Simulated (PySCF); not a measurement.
A structure optimised at PBE0-D3(BJ)/def2-SVP, used in a PySCF frequency run:

```
Ta
F 1 1.8529
F 1 1.8529 2 120.00
F 1 1.8529 2 120.00 3 180.00
F 1 1.8805 2 90.00 3 -90.00
F 1 1.8805 2 90.00 5 -180.00
```
Charge 0, spin multiplicity 1.

**Question.** Write its SMILES, formula and point group.

**Answer.** [F][Ta]([F])([F])([F])[F], F5Ta, D3h

**Question.** What are its rotational constants (standard atomic weights)?

**Answer.** 2.5827, 2.1764, 2.1764 GHz
